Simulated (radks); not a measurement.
Values are calculated unless marked as measured or tabulated.
Q: These are the eigenvalues of the occupied orbitals of an atom or ion with whole-number occupations (hartree). Code: a radial shooting solver on a logarithmic mesh with Libxc functionals. Model: scalar-relativistic Kohn-Sham, r2SCAN, spin-polarised, spherical densities, finite nucleus; meta-GGA in the generalised Kohn-Sham scheme; Fermi nuclear charge, rms radius of each element as measured or else 0.836 A^(1/3) + 0.57 fm.

orbital  eigenvalue
1s up     -1164.383
1s down   -1164.380
2s up     -179.1617
2s down   -179.1615
2p up     -160.7194
2p down   -160.7176
3s up     -35.89337
3s down   -35.89186
3p up     -29.85766
3p down   -29.85558
3d up     -20.74712
3d down   -20.74496
4s up      -6.19260
4s down    -6.18755
4p up      -4.31336
4p down    -4.30902
4d up      -1.56800
4d down    -1.56068
5s up      -0.59936
5s down    -0.53588
5p up      -0.25124
5p down    -0.18954

Which element is it, and in what charge state? The configuration may be excited. Open shells, if any, are filled with parallel spins first.

A: Z = 52, tellurium, charge 0: Te in [Kr] 4d10 5s2 5p4. The list shows which subshells hold electrons but not how many an open one holds; the 1s level, -1164.4 hartree, gives Z - s = 48.3 by -(Z - s)^2/2, which with screening and relativity narrows Z to a few neighbours, and the depths of the outer levels then fix element, charge and occupations together.
